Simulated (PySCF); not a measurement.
2-chloroprop-1-ene (C₃H₅Cl), SMILES C=C(C)Cl. Atoms are numbered in the order given.

```xyz
9

C      1.3718    -0.9642     0.0000
C      0.1333    -0.4420     0.0000
C     -1.1578    -1.2004     0.0000
Cl    -0.0794     1.3057     0.0000
H      2.2681    -0.3289     0.0000
H      1.4997    -2.0571     0.0000
H     -1.7657    -0.9404     0.8914
H     -0.9708    -2.2915     0.0000
H     -1.7657    -0.9404    -0.8914
```
Charge 0, spin multiplicity 1.

The structure is a stationary point at PBE-D3(BJ)/def2-SVP.

Method: SMD-M06-2X/def2-SVP in PySCF.

Solvation free energies are E(SMD) − E(gas) at the gas-phase geometry, for 1 M in both phases. In vacuum the dipole moment is 1.61 D.

### Question
Rank water, diethylether, dichloromethane by solvation free energy, most negative first.

### Answer
dichloromethane (-3.8 kcal/mol), diethylether (-3.3 kcal/mol), water (0.4 kcal/mol)
